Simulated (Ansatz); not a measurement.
Consider the isomerisation: `C=C=C(F)N[SiH3]` → `CC[Si]1(F)C=N1`.

Gas-phase electronic energies from Ansatz, PBE0-D4/def2-TZVP geometries. CBS: MP2 limit from def2 TZ/QZ plus the TZ coupled-cluster correction, frozen cores. DFT in def2-TZVPP. B3LYP here is the variant with VWN-RPA as its local correlation; programs differ in this. Each species was taken in one conformer, which may not be the lowest.

Question: Is it downhill or uphill in electronic energy at CCSD(T)/CBS, and by how much? (An estimate is asked.)

Answer: The calculation gave: Downhill: ΔE = -56.3 kcal/mol.

Question: What do these levels give: r2SCAN-D4, PBE0-D4, B3LYP-D4, ωB97X-V, ωB97M-V, B2PLYP, PBE, B3LYP, HF/def2-TZVPP, MP2/def2-TZVPP, CCSD(T)/def2-TZVPP, HF/def2-QZVPP? (Best estimate.)

Answer: Ansatz gave: r2SCAN-D4 -52.9, PBE0-D4 -52.9, B3LYP-D4 -48.8, ωB97X-V -54.8, ωB97M-V -55.0, B2PLYP -52.8, PBE -49.8, B3LYP -48.5, HF/def2-TZVPP -51.4, MP2/def2-TZVPP -59.1, CCSD(T)/def2-TZVPP -55.1, HF/def2-QZVPP -52.0 kcal/mol.

Largest T1 diagnostic among the species: 0.013.

From PBE to PBE0 (25 % exact exchange), in def2-TZVPP and without D4, ΔE moves by −3.1 kcal/mol. In def2-TZVPP, CCSD(T) changes the Hartree–Fock value by −3.6 kcal/mol (the triples alone add +0.1 kcal/mol) and MP2 by −7.6 kcal/mol.
